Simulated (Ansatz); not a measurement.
C$_{5}$H$_{4}$N (SMILES [c-]1ccccn1), charge -1, singlet, at a GFN2-xTB geometry (a gas-phase anion, which may not be bound at this level), with bond 7-2 at 1.25 times its length; HF/3-21G run with Ansatz (a program for electronic structure).

Ansatz was given this input:
Ansatz 0.2 input:
```yaml
crystal:
  periodic: [false, false, false]
  atoms:
    - {symbol: N, position_ang: [-0.01009119, 0.04340499, 1.42304124]}
    - {symbol: C, position_ang: [0.01052094, 0.03727816, -1.34847513]}
    - {symbol: C, position_ang: [0.00951876, 1.27111639, 0.80655258]}
    - {symbol: C, position_ang: [-0.01866129, -1.07909310, 0.73279808]}
    - {symbol: C, position_ang: [-0.00939255, -1.16524898, -0.65007356]}
    - {symbol: C, position_ang: [0.01944991, 1.20982281, -0.62434536]}
    - {symbol: H, position_ang: [0.02065855, 0.02947044, -2.71943526]}
    - {symbol: H, position_ang: [-0.03443770, -2.00843931, 1.32435294]}
    - {symbol: H, position_ang: [-0.01732835, -2.12753783, -1.16290677]}
    - {symbol: H, position_ang: [0.03515870, 2.15785862, -1.17623123]}
basis:
  gaussian:
    orbitals: 3-21G.json
hamiltonian:
  xc: hf
total_charge: -1
```
The basis file holds 3-21G in the JSON format of the Basis Set Exchange.

What does Ansatz print? Leave out banner, timings and long lists.


```
Functional definition: HF
862 factors; integrals over basis functions are off by at most 8.5e-4 eV
mean field evaluation 1: about -6652.5055 eV, gradient 2.7e1 eV
mean field evaluation 2: about -6653.0421 eV, gradient 2.7e1 eV
mean field evaluation 4: about -6655.6144 eV, gradient 4.6e0 eV
mean field evaluation 8: about -6655.7028 eV, gradient 1.6e-1 eV
mean field -6655.70292312 eV, -244.5925710270 hartree, gradient 5.3e-5 eV, S^2 0.000000; 0 other end points of the search recorded, 0 dependent functions left out
reference -6655.70292312 eV, -244.5925710270 hartree; 21, 21 occupied and 41, 41 virtual orbitals, 862 factors
Total energy: -6655.70292312 eV, -244.5925710270 hartree
```
